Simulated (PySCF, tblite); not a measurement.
Isomers of C3H8FSi (doublet state), one GFN2-xTB conformer each. Single-point energies are computed at B3LYP/pcH-1 (PySCF, gas phase, no added dispersion term), electronic only. GFN2-xTB treats the open shell by occupation alone, and not every SCF solution was tested for stability.

Question: Rank them by B3LYP/pcH-1 energy, lowest first (kcal/mol).
A. `[CH3:1][CH:2][CH2:3][SiH2:4][F:5]` (doublet state) with C1–C2–C3–Si4 86°, C2–C3–Si4–F5 -56°
B. `[CH2:1][CH2:2][CH2:3][SiH2:4][F:5]` (doublet state) with H–C1–C2–C3 -84° and 83°, C1–C2–C3–Si4 -179°, C2–C3–Si4–F5 -52°

Answer: A (0.0), B (5.7).

GFN2-xTB itself gives, in the same order: 0.0, 8.4. Both levels put the same isomer lowest.

What happens when harmonic zero-point energies from GFN2-xTB frequencies are added?

| SMILES | ZPE (kcal/mol) | electronic (kcal/mol) | with ZPE (kcal/mol) |
| --- | --- | --- | --- |
| C[CH]C[SiH2]F | 60.7 | 0.0 | 0.0 |
| [CH2]CC[SiH2]F | 60.7 | 5.7 | 5.7 |

The zero-point energies span 0.0 kcal/mol. The order is unchanged.
